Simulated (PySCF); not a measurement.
## Two-dimensional NMR puzzle

Compound of formula C7H8F2Si. Correlations simulated from computed shifts and the bond graph:

HSQC (one-bond C–H):
| δH | δC |
| --- | --- |
| 6.86 | 111.1 |
| 6.81 | 155.1 |
| 2.49 | 35.8 |
| 1.43 | 19.4 |

COSY cross peaks (H two or three bonds apart, from the bond graph; peaks can be absent where the dihedral angle is near 90°):
| δH | δH |
| --- | --- |
| 6.81 | 4.90 |
| 6.81 | 4.55 |
| 4.90 | 4.55 |
| 4.90 | 2.49 |
| 4.55 | 2.49 |
| 2.49 | 1.43 |

HMBC (two and three bonds, from the bond graph):
| δH | δC |
| --- | --- |
| 6.86 | 94.1, 90.7 |
| 6.81 | 156.7, 90.7, 35.8 |
| 4.90 | 156.7, 155.1, 35.8, 19.4 |
| 4.55 | 156.7, 155.1, 35.8, 19.4 |
| 2.49 | 156.7, 155.1, 90.7, 19.4 |
| 1.43 | 156.7, 35.8 |

Carbons without hydrogens: δ 156.7, 94.1, 90.7.

No relativistic terms, averaged over atoms made equivalent by symmetry, fast rotation or ring inversion, single conformer, gas phase. Geometry from GFN2-xTB; σ from GIAO-PBE0/pcSseg-1; PySCF.

Chemical shifts δ = σref − σ; ¹H, ¹³C against TMS, all at this level.

Exchangeable hydrogens are left out of these lists.

Question: Assemble the structure.

Answer: `C(C#CC1=C[SiH2][C@@H]1C)(F)F`.

Atoms are numbered as in `[CH3:1][C@H:2]1[SiH2:3][CH:4]=[C:5]1[C:6]#[C:7][CH:8]([F:9])[F:10]`; H(Xn) means a hydrogen on atom n. Ha(Si3) is cis to C1 on the ring; Hb(Si3) is trans to C1 on the ring.

- δC 156.7 is C5, a fully substituted alkene carbon.
- δC 155.1 is C4, an alkene CH (δH 6.81).
- δC 111.1 is C8, a propargylic sp3 CH bonded to 2 F (δH 6.86).
- δC 94.1 is C7, an alkyne carbon.
- δC 90.7 is C6, an alkyne carbon.
- δC 35.8 is C2, an allylic sp3 CH bonded to Si (δH 2.49).
- δC 19.4 is C1, a methyl carbon (δH 1.43).
- HMBC from δH 6.86 reaches the proton-free carbons C7, C6.
- HMBC from δH 6.81 reaches the proton-free carbons C5, C6.
- HMBC from δH 4.90 reaches the proton-free carbon C5.
- HMBC from δH 4.55 reaches the proton-free carbon C5.
- COSY links 6.81–4.90, 6.81–4.55, 4.90–4.55, 4.90–2.49, 4.55–2.49, 2.49–1.43.

The shifts were computed for this structure.

Shifts are as computed. Against solution values, carbons near 30 ppm lie about +3 ppm off and those near 130 ppm about +5 ppm. Of 1211 compounds with measured shifts, 218 miss one by over three times the rms of a fit or turn the order of signals round; such compounds aren't used in these exercises.
